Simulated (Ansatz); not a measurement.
Isolated molecules relaxed with PBE0-D4/def2-TZVP in Ansatz; ΔE leaves out vibrations. CCSD(T)/CBS is the MP2 limit (def2-TZVPP, def2-QZVPP) plus CCSD(T) − MP2 in def2-TZVPP, frozen cores. This one scheme is used for every species. Each species was taken in one conformer, which may not be the lowest.

`C#CN(C)[SiH2]F` + `C=C[SiH2]O` → `C=C[SiH2]O[SiH2]F` + `C#CNC`  (ligand exchange at the Si–N bond)

```csv
species,SCS-MP2/def2-QZVPP energy (Eh)
`C#CN(C)[SiH2]F`,-561.20479
`C=C[SiH2]O`,-443.89317
`C=C[SiH2]O[SiH2]F`,-833.43540
`C#CNC`,-171.68580
```

Problem. Work out ΔE.

Solution. ΔE = (-833.43540) + (-171.68580) − (-561.20479) − (-443.89317) = -0.02324 Eh = -61.0 kJ/mol. CCSD(T)/CBS gives -59.8 kJ/mol.

Largest T1 diagnostic among the species: 0.012.

In def2-TZVPP, CCSD(T) changes the Hartree–Fock value by +20.7 kJ/mol (the triples alone add +3.4 kJ/mol) and MP2 by +23.4 kJ/mol. From PBE to PBE0 (25 % exact exchange), in def2-TZVPP and without D4, ΔE moves by −4.2 kJ/mol.
